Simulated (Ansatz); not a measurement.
Mulliken charges of FHOZn, SMILES `[OH][Zn][F]` from r2SCAN/def2-TZVPP in Ansatz (PBE0-D4/def2-TZVP geometry).

```json
{"atom": "O1", "x (Å)": "-1.142", "y (Å)": "0.291", "z (Å)": "-0.276", "charge (e)": "-0.500"}
{"atom": "Zn2", "x (Å)": "0.409", "y (Å)": "-0.296", "z (Å)": "0.311", "charge (e)": "0.758"}
{"atom": "F3", "x (Å)": "1.882", "y (Å)": "-0.938", "z (Å)": "0.974", "charge (e)": "-0.470"}
{"atom": "H4", "x (Å)": "-1.093", "y (Å)": "0.882", "z (Å)": "-1.029", "charge (e)": "0.212"}
```

Q: By hand: the dipole of these point charges (1 e Å = 4.8032 D).

A: Σ q r = (-0.235, 0.258, -0.302) e Å, of length 0.462 e Å = 2.22 D.

Q: How does the dipole of the full density compare? (Best estimate.)

A: Computed: (-0.124, 0.251, -0.304) e Å, 1.99 D; the point charges give 1.12 times that, at 13° from its direction.

Point charges leave out the atoms' own dipoles, such as those of lone pairs, and Mulliken's split depends on the basis, so the close match here is no proof of good charges.
